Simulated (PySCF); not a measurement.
(3R,4R)-3,4-difluorocyclobutene (C4H4F2), SMILES F[C@@H]1C=C[C@H]1F. Atoms are numbered in the order given.

```xyz
10

F     -1.7352    -0.2473    -0.8774
C     -0.6911     0.3688    -0.2175
C     -0.6361     0.2318     1.2875
C      0.6361    -0.2318     1.2875
C      0.6911    -0.3688    -0.2175
F      1.7352     0.2473    -0.8774
H     -0.5900     1.4104    -0.5959
H     -1.3767     0.4469     2.0723
H      1.3767    -0.4469     2.0723
H      0.5900    -1.4104    -0.5959
```
Charge 0, spin multiplicity 1.

The structure is a stationary point at PBE-D3(BJ)/def2-SVP.

Level of theory: B3LYP/pcSseg-1 in PySCF.

GIAO shieldings, no solvent; atoms alike by connectivity are averaged. δ = σ(ref) − σ: ¹⁹F against CFCl3 (σ = 161.7 ppm); ¹³C against TMS (σ = 181.3 ppm); ¹H against TMS (σ = 31.68 ppm), references at their B3LYP-D3(BJ)/def2-TZVP geometries, non-relativistic.

| atoms | nucleus | count | δ (ppm) |
|---|---|---|---|
| F1, F6 | ¹⁹F | 2 | -187.8 |
| C3, C4 | ¹³C | 2 | [?] |
| C2, C5 | ¹³C | 2 | 99.6 |
| H8, H9 | ¹H | 2 | [?] |
| H7, H10 | ¹H | 2 | 5.69 |

Question: Some entries are withheld; supply them. (The exact figures need the calculation; the answer reports its results.)

Answer: 
- H8, H9, δ (ppm): 7.03
- C3, C4, δ (ppm): 151.6
